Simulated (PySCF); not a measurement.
# Where the electron goes

C₃H₈Si.
Geometry (PBE0-D3(BJ)/def2-SVP, Å), atoms numbered from 1 in this order:
```xyz
12
C3H8Si angstrom
Si     1.6904   -0.1049   -0.2765
C      0.0333   -0.1060    0.5812
C     -1.2091   -0.5479   -0.1545
C     -1.0296    0.8930    0.1914
H      2.6239    0.8914    0.3359
H      2.3405   -1.4512   -0.2124
H      1.4802    0.2575   -1.7141
H      0.0613   -0.3653    1.6459
H     -1.9494   -1.1282    0.4028
H     -1.1166   -0.8424   -1.2047
H     -1.6450    1.3167    0.9898
H     -0.8129    1.5961   -0.6191
```

Computed with TDDFT B3LYP/def2-SVPD, vertical, gas phase, core orbitals frozen in the response in PySCF.

Frontier orbitals with the atoms that hold most of them (Löwdin shares over 4%, at most four atoms; ? is withheld):

```json
{"orbital": "HOMO-3", "ε (eV)": "-9.53", "atoms": "Si1 29%, H7 16%, C2 10%, C3 9%"}
{"orbital": "HOMO-2", "ε (eV)": "-8.99", "atoms": "C2 25%, Si1 22%, H7 20%, H8 10%"}
{"orbital": "HOMO-1", "ε (eV)": "-8.18", "atoms": "C2 31%, C3 17%, C4 16%, Si1 11%"}
{"orbital": "HOMO", "ε (eV)": "-8.12", "atoms": "?"}
{"orbital": "LUMO", "ε (eV)": "0.39", "atoms": "?"}
{"orbital": "LUMO+1", "ε (eV)": "0.86", "atoms": "Si1 44%, H5 14%, H6 14%, H7 11%"}
{"orbital": "LUMO+2", "ε (eV)": "0.97", "atoms": "Si1 25%, C4 12%, H11 12%, H7 9%"}
```

Problem. Give the leading atoms of the LUMO.

Solution. Si1 (bonded to C and 3 H) 32%; C2 (bonded to 2 C, Si and H) 9%; C4 (bonded to 2 C and 2 H) 8%; C3 (bonded to 2 C and 2 H) 8%. By element: silicon 32%, carbon 26%.

Problem. Give the leading atoms of the HOMO.

Solution. C4 (bonded to 2 C and 2 H) 25%; C3 (bonded to 2 C and 2 H) 25%; C2 (bonded to 2 C, Si and H) 21%; Si1 (bonded to C and 3 H) 13%. By element: carbon 71%, silicon 13%.

Problem. How does S1 compare with the orbital gap of 8.51 eV?

Solution. S1 is at 7.56 eV (f = 0.0020), 0.95 eV below the gap, made of HOMO→LUMO (98%). Without the coupling terms of the response equations the lowest excitation would equal the gap.

Problem. One configuration dominates each of S1 and S2. Which, and how do the shares of the two leading atoms of either orbital change from the occupied to the empty one?

Solution. 
- S1 (7.56 eV, f 0.0020), HOMO→LUMO (98%): C4 25% → 8%, C3 25% → 8%, Si1 13% → 32%, C2 21% → 9%
- S2 (7.59 eV, f 0.012), HOMO-1→LUMO (97%): C2 31% → 9%, C3 17% → 8%, Si1 11% → 32%

Löwdin shares depend on the basis, the more so with diffuse functions.
